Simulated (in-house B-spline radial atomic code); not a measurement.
A run on an ion of nuclear charge 44 with 44.6 electrons that did not converge. Method: scalar-relativistic (X2C) Hartree-Fock with fractional occupations, spin-polarised, spherical fractional occupations, Fermi nucleus of rms radius 4.4809 fm; computed with a B-spline radial code for spherical atoms.

Command:
```bash
python run_scf.py task.json out
```
Settings (nuclear radius in fm, mass in u):
```
Z                44
configuration    [Kr] 4d7 5s1.6
hamiltonian      x2c
method           hf,
spin_polarised   True
nucleus          fermi
rms_radius       4.4809
atomic_mass      101.90434
speed_of_light   137.035999084
```

First and last ten iterations of the last attempt (damped for 15 steps, keeping 80 % of the old Fock matrix, then DIIS):
```
 iter        energy (Eh)    residual
    1       -4521.090568    4.87e-01
    2       -4523.833416    2.78e-01
    3       -4525.609013    1.90e-01
    4       -4526.595045    1.24e-01
    5       -4527.134436    8.64e-02
    6       -4527.423672    6.00e-02
    7       -4527.575653    4.38e-02
    8       -4527.654536    3.30e-02
    9       -4527.695834    2.42e-02
   10       -4527.330772    4.84e-02
  111       -4527.333431    4.64e-02
  112       -4527.332077    4.64e-02
  113       -4527.337484    4.57e-02
  114       -4527.330263    4.66e-02
  115       -4527.331110    4.68e-02
  116       -4527.331537    4.66e-02
  117       -4527.331983    4.65e-02
  118       -4527.332099    4.65e-02
  119       -4527.332633    4.65e-02
  120       -4527.712259    1.83e-02
 not converged after 120 iterations
```

The smallest residual met was 1.2e-02; the threshold is about 4e-07. No energy from this run should be used. Cost of the run: 5.9 s on 1 thread of Arm Neoverse V2, with other jobs on the host.
